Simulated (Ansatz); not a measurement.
Cost and result for the atomization energy of `CO[SiH]([O])Cl` radical (9 atoms, 8 bonds).

Cartesian coordinates in Å:
```
C -1.0672 -0.7590 0.5785
O -0.5447 -0.0337 -0.5159
Si 0.9425 0.5866 -0.6244
O 1.3251 0.8600 -2.2057
Cl 1.0905 2.4926 0.0961
H -0.2869 -1.3180 1.1061
H -1.5535 -0.0795 1.2829
H -1.8070 -1.4636 0.1977
H 1.9011 -0.2853 0.0846
```

Total charge 0; spin multiplicity 2. The structure was optimised at the PBE0-D4/def2-TZVP level. It is one conformer, not always the lowest. Program: Ansatz. Hardware: A = 2 threads of an AMD EPYC 7R13 on a shared host; B = 2 threads of an AMD EPYC 7R13 on a shared host and a share of an NVIDIA H100 80 GB. Times are those of one run each, without the atoms' runs, and a repeat can differ threefold. Electronic energies, without spin–orbit coupling; frozen cores. CCSD(T)/CBS adds CCSD(T) − MP2 in def2-TZVPP to the MP2 limit, and its time is that of the two runs behind it. T1 = 0.015; ⟨S²⟩ of the reference is 0.76. B3LYP takes the VWN-RPA correlation (the form of Gaussian; ORCA's B3LYP/G).

CCSD(T)/CBS is a level of theory with its own doubt, some kJ/mol a heavy atom from the limit and from the frozen cores, so smaller differences don't rank the functionals.

```
                                 level  functions  wall time  atomization (kJ/mol)  difference from CCSD(T)/CBS  per bond
   PBE-D4/def2-TZVPP (with forces) [A]        233       11 s                3325.6                         60.6       7.6
                    MP2/def2-QZVPP [B]        431       11 s                3294.4                         29.4       3.7
                CCSD(T)/def2-TZVPP [B]        233       12 s                3165.5                        -99.5     -12.4
 B3LYP-D4/def2-TZVPP (with forces) [A]        233       19 s                3253.5                        -11.5      -1.4
                PBE0-D4/def2-TZVPP [A]        233       20 s                3250.3                        -14.7      -1.8
                     CCSD(T)/CBS(def2)          –       23 s                3265.0                          0.0       0.0
r2SCAN-D4/def2-TZVPP (with forces) [A]        233       27 s                3289.2                         24.2       3.0
                 B2PLYP/def2-TZVPP [A]        233       31 s                3219.4                        -45.6      -5.7
                ωB97X-V/def2-TZVPP [A]        233       46 s                3277.4                         12.4       1.6
  ωB97M-V/def2-TZVPP (with forces) [A]        233       56 s                3276.8                         11.8       1.5
```

The D4 term adds +31.6 kJ/mol with B3LYP and +16.5 kJ/mol with PBE0; it sums over pairs of atoms, weighted by their polarisabilities, and B3LYP, whose exchange is more repulsive, gets the larger term. From PBE to PBE0 (25 % exact exchange), in def2-TZVPP and without D4, the atomization energy moves by −72.4 kJ/mol: exact exchange takes away binding that semilocal exchange gives to molecules. In def2-TZVPP, CCSD(T) changes the Hartree–Fock value by +798.1 kJ/mol (the triples alone add +50.0 kJ/mol) and MP2 by +867.2 kJ/mol; breaking electron pairs costs correlation energy, which Hartree–Fock lacks.
